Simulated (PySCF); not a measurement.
PySCF input file for Mo(O)2(OH) (HMoO3), SMILES [O]=[Mo](=[O])[OH] (connectivity only; charge and spin as stated), neutral, multiplicity 2, PBE-D3(BJ)/def2-SVP. Geometry optimised at PBE-D3(BJ)/def2-SVP. A frequency run showed that this geometry is not a minimum. The multiplicity is an assumed one; other spin states were not compared. The isomer is the one that the SMILES or the coordinates give; other isomers of the formula were not compared. The def2 effective core potentials stand for the cores of Mo; spin–orbit coupling is left out. One conformer was computed; it need not be the lowest.

```python
import numpy as np
from pyscf import gto, scf, dft, df
from pyscf.hessian import thermo

mol = gto.M(
    atom='''
    Mo    0.00000000    0.00000000    0.03905845
    O     0.00000000    1.41752635    0.98504050
    O     0.00000000   -1.41752635    0.98504050
    O     0.00000000   -0.00000000   -1.82578216
    H     0.00000000    0.00000000   -2.79484581
    ''',
    basis='def2-SVP',
    ecp={'Mo': 'def2-svp'},
    charge=0,
    spin=1,
    max_memory=1600,
    verbose=3,
)
mf = dft.UKS(mol, xc='pbe').density_fit(auxbasis='def2-universal-jkfit')
mf.disp = 'd3bj'
mf.grids.level = 3
mf.conv_tol = 1e-11
mf.max_cycle = 100
mf.kernel()
fine, coarse = mf.grids, dft.Grids(mol).set(level=1).build(with_non0tab=True)
for _ in range(3):  # follow internal instabilities
    mf.grids = coarse
    mo, _, stable, _ = mf.stability(return_status=True, nroots=4)
    mf.grids = fine
    if stable:
        break
    mf.kernel(mf.make_rdm1(mo, mf.mo_occ))

# [left out here: the lines that compute and print the analytic Hessian (its translational invariance restored by hand, since the grid's response is missing), thermochemistry and intensities]
```

It prints:

```

WARN: HOMO -0.400555418992404 >= LUMO -0.400555418992401


WARN: HOMO -0.0665949766195676 >= LUMO -0.0660861713007854

converged SCF energy = -294.209929613444  <S^2> = 0.75607408  2S+1 = 2.0060649
<class 'pyscf.df.df_jk.DFUKS'> wavefunction is stable in the internal stability analysis

WARN: DFTD3 does not support analytical Hessian, using finite difference


WARN: Mole.unit (angstrom) is changed to Bohr

Mode                                 0                   1                   2
Irrep
Freq [cm^-1]                     -342.0854           -128.3646            201.7782
Reduced mass [au]                   1.2437              5.2070              5.2931
Force const [Dyne/A]               -0.0857             -0.0506              0.1270
Char temp [K]                    -492.1848           -184.6880            290.3139
Normal mode                   x     y     z       x     y     z       x     y     z
       0  Mo                 0.00  0.01 -0.00   -0.06 -0.00 -0.00   -0.00  0.04 -0.00
       1   O                -0.00 -0.00  0.01    0.12 -0.00 -0.00    0.00 -0.02  0.11
       2   O                -0.00 -0.00 -0.01    0.12  0.00  0.00    0.00 -0.02 -0.11
       3   O                -0.00 -0.11 -0.00    0.08  0.00 -0.00    0.00 -0.15 -0.00
       4   H                -0.00  0.89  0.00    0.39  0.00 -0.00    0.00 -0.38 -0.00
Mode                                 3                   4                   5
Irrep
Freq [cm^-1]                      314.9993            463.8320            750.9831
Reduced mass [au]                  16.3612              1.3194              9.7229
Force const [Dyne/A]                0.9565              0.1672              3.2308
Char temp [K]                     453.2138            667.3509           1080.4975
Normal mode                   x     y     z       x     y     z       x     y     z
       0  Mo                 0.00 -0.00 -0.03   -0.02  0.00  0.00    0.00 -0.00 -0.04
       1   O                -0.00 -0.11  0.12    0.03 -0.00 -0.00   -0.00 -0.03 -0.00
       2   O                -0.00  0.11  0.12    0.03 -0.00 -0.00   -0.00  0.03 -0.00
       3   O                -0.00  0.00 -0.06    0.11  0.00  0.00   -0.00  0.00  0.22
       4   H                -0.00  0.00 -0.06   -0.86  0.00  0.00    0.00  0.00  0.23
Mode                                 6                   7                   8
Irrep
Freq [cm^-1]                      972.1366            994.8741           3829.5299
Reduced mass [au]                  19.0317             17.6703              1.0696
Force const [Dyne/A]               10.5970             10.3046              9.2418
Char temp [K]                    1398.6882           1431.4023           5509.8409
Normal mode                   x     y     z       x     y     z       x     y     z
       0  Mo                 0.00  0.05  0.00    0.00 -0.00  0.03   -0.00  0.00  0.00
       1   O                -0.00 -0.13 -0.08   -0.00 -0.13 -0.10    0.00  0.00  0.00
       2   O                -0.00 -0.13  0.08   -0.00  0.13 -0.10    0.00 -0.00  0.00
       3   O                -0.00 -0.00 -0.00   -0.00  0.00 -0.01    0.00  0.00 -0.06
       4   H                -0.00 -0.02 -0.00   -0.00  0.00 -0.01   -0.00 -0.00  0.96
temperature 298.1500 [K]
pressure 101325.00 [Pa]
Rotational constants [GHz] 7.86017 5.47375 3.22670
Symmetry number 2
Zero-point energy (ZPE) 0.01715 [Eh]   45028.235 [J/mol]
                           tot       elec      trans        rot        vib
Entropy [J/mol/K]       295.957      5.763    170.810     99.890     19.493
Cv [J/mol/K]             51.466      0.000     12.472     12.472     26.523
Cp [J/mol/K]             59.781      0.000     20.786     12.472     26.523
Internal energy [J/mol]                      3718.434   3718.434  48662.784
Internal energy [Eh]   -294.18856  -294.20993
Enthalpy [J/mol]                             6197.391   3718.434  48662.784
Enthalpy [Eh]          -294.18762
Gibbs free energy [J/mol]                  -44729.680 -26063.904  42850.824
Gibbs free energy [Eh] -294.22123
mode   freq/cm-1   IR/(km/mol)
   1     -342.09       169.585
   2     -128.36         0.279
   3      201.78         1.284
   4      315.00         0.504
   5      463.83       109.254
   6      750.98        78.685
   7      972.14       187.000
   8      994.87        79.635
   9     3829.53       324.948
max |gradient| / (hartree/bohr): 0.0001755900038265459
APT charges: [ 1.6218 -0.6058 -0.6058 -0.8107  0.4006]
```

The calculation finished and met its thresholds. The end point has an imaginary mode, so it is no minimum.

Cost: roughly 50 core-seconds.
